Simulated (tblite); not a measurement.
C₃H₉FNSi₂ (doublet state).
Geometry (GFN2-xTB, Å), atoms numbered from 1 in this order:
```
atom  x, y, z in Å
F1    -1.3598   -1.8226    1.2577
C2    -2.1300   -1.0403    0.4620
C3    -2.1214    0.4208    0.5074
C4    -1.6663   -0.3655   -0.7411
Si5    0.1667   -0.3494   -1.2465
N6     1.1294   -0.2911    0.1824
Si7    2.4934    0.6991    0.5963
H8    -3.0628    0.9482    0.4587
H9    -1.3632    0.9289    1.0929
H10   -2.3596   -0.3360   -1.5718
H11    0.4170    0.8793   -1.9986
H12    0.4362   -1.5595   -2.0307
H13    0.8648   -0.9613    0.8872
H14    3.4185    0.7074   -0.5369
H15    2.0494    2.0682    0.8845
H16    3.0801    0.0828    1.7851
```

Computed with GFN2-xTB (tblite): harmonic, unscaled wavenumbers at the GFN2-xTB geometry, gas phase. The method is semi-empirical: single wavenumbers can be off by several per cent or more. Modes of hydrogen on silicon can be 10 to 20 % off. One conformer, not necessarily the lowest. Open shells enter through the occupations alone, without spin polarisation, and single modes of such species can be off by tens of per cent. The optimisation stopped once no atom felt more than 0.01 eV/Å.

Lowest wavenumbers of the output (negative numbers stand for imaginary wavenumbers):
```
mode    cm-1
  1     -24.3
  2      30.4
  3      50.3
  4     112.9
  5     146.3
  6     193.6
  7     259.1
  8     339.4
  9     359.6
 10     443.9
 11     521.2
 12     568.6
 13     578.0
 14     581.9
 15     628.8
```

Problem. Is this structure a minimum?

Solution. Not by this Hessian. 1 mode is imaginary beyond 20i (24i cm⁻¹), so at this level the point lies at or near a first-order saddle. The curvature is small, so loose convergence or finite differences may be the whole cause.

Problem. Which atoms move in the imaginary mode?

Solution. 24i: H14 (hydrogen on silicon) 20 %, H15 (hydrogen on silicon) 19 %, Si7 (silicon bonded to N and 3 H) 15 %, N6 (nitrogen bonded to 2 Si and H) 15 %. These are shares of the mass-weighted motion.

Problem. What is the remedy?

Solution. Step along that mode in both directions, optimise again with tighter thresholds and repeat the frequencies. The zero-point energy of this point (66.2 kcal/mol) counts the 41 real modes alone, and thermal corrections from it aren't those of a minimum.
